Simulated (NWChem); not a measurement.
Species: C₂H₄N cation; SMILES C(C)#[NH+]

All runs: NWChem. Pople sets run with spherical d functions. Structure relaxed at the PBE0/def2-SVP level. Level: M06-2X/6-31G* with SMD (1 M gas to 1 M solution), gas-phase geometry. Reactions with the solvent are ignored.

```json
[
 {"solvent": "water", "dielectric constant": "78.4", "solvation free energy (kcal/mol)": "-64.7", "cavity-dispersion-structure term (kcal/mol)": "?"},
 {"solvent": "1,4-dioxane", "dielectric constant": "2.21", "solvation free energy (kcal/mol)": "-37.2", "cavity-dispersion-structure term (kcal/mol)": "1.0"},
 {"solvent": "tetrahydrofuran", "dielectric constant": "7.43", "solvation free energy (kcal/mol)": "-59.8", "cavity-dispersion-structure term (kcal/mol)": "0.6"},
 {"solvent": "cyclohexane", "dielectric constant": "2.02", "solvation free energy (kcal/mol)": "-35.2", "cavity-dispersion-structure term (kcal/mol)": "-0.1"},
 {"solvent": "2-propanol", "dielectric constant": "19.3", "solvation free energy (kcal/mol)": "-64.9", "cavity-dispersion-structure term (kcal/mol)": "1.3"},
 {"solvent": "cyclohexanone", "dielectric constant": "15.6", "solvation free energy (kcal/mol)": "-64.4", "cavity-dispersion-structure term (kcal/mol)": "1.0"}
]
```

**Question.** Complete the blanks.

**Answer.** 
- water, cavity-dispersion-structure term (kcal/mol): 4.3
